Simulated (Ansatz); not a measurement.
A nudged elastic band was laid between two geometries of H6InNO3 (11 atoms, charge 0, multiplicity 1).

The calculation used Ansatz, RKS PBE-D4/def2-SVP.

```json
{
 "movable images": "7",
 "climbing image": "yes",
 "spring": "5.0 eV/Å²",
 "optimiser": "quadratic models (default)",
 "start path": "through a guess of the saddle point",
 "force threshold": "0.03 eV/Å",
 "iteration limit": "60",
 "end points": "relaxed"
}
```

First end point:

```xyz
11
Properties=species:S:1:pos:R:3
In -0.096 -0.010 0.285
O -0.660 -0.225 2.247
H -0.261 -1.032 2.622
O 1.863 -0.310 -0.198
H 1.899 -0.729 -1.079
O -1.501 -0.022 -1.196
H -2.315 -0.414 -0.824
N 0.076 2.253 0.843
H 1.033 2.608 0.724
H -0.580 2.902 0.389
H -0.137 2.200 1.850
```

Last end point:

```xyz
11
Properties=species:S:1:pos:R:3
In 0.085 0.472 -0.086
O -0.076 0.062 2.242
H -1.010 -0.189 2.391
O 1.826 -0.237 -0.856
H 1.823 -1.211 -0.770
O -1.787 -0.240 -0.459
H -1.808 -0.683 -1.329
N 0.082 2.338 0.925
H 0.952 2.872 0.794
H -0.685 2.953 0.620
H -0.082 1.084 2.189
```

Question: Which bonds break or form, and what moves?

Answer: Bonds broken: N8–H11. Bonds formed: O2–H11.

Question: Give the energies along the band, and the barrier.

Answer: The run converged. The highest image is number 4 of 0 to 8, 0.50 eV above the first end and 0.10 eV above the last; the last end lies 0.40 eV above the first. Beside the main top the profile has a ripple of under 15 meV (maxima at images 4, 6), which may be a very shallow well or noise. A vibrational analysis at the climbing image gives one clearly imaginary mode, 707i cm⁻¹: a first-order saddle point. The orbitals stay closed-shell, which can raise the energy where a bond breaks towards radicals; this wasn't checked here.

```
image  path coordinate (Å)  energy (eV)  N8–H11 (Å)  O2–H11 (Å)
    0                 0.00         0.00        1.03        2.51
    1                 0.68         0.02        1.03        2.33
    2                 1.36         0.05        1.04        2.17
    3                 2.04         0.11        1.05        1.88
    4                 2.72         0.50        1.37        1.20
    5                 3.43         0.43        1.75        1.03
    6                 4.13         0.44        1.77        1.03
    7                 4.83         0.43        1.77        1.02
    8                 5.53         0.40        1.79        1.02
```

Question: What is the geometry of the highest image?

Answer: 
```xyz
11
Properties=species:S:1:pos:R:3
In 0.075 0.236 0.047
O -0.184 0.186 2.270
H -1.097 -0.029 2.544
O 1.844 -0.645 -0.421
H 1.913 -0.675 -1.395
O -1.742 -0.050 -0.826
H -1.817 -0.983 -1.105
N 0.106 2.226 0.959
H 0.991 2.749 0.951
H -0.645 2.863 0.664
H -0.123 1.342 1.975
```

The band took 23 iterations and about 10 core-minutes.

Run time: 2.8 min on 4 threads of Arm Neoverse V2, with other jobs on the host, peak memory 0.16 GiB.
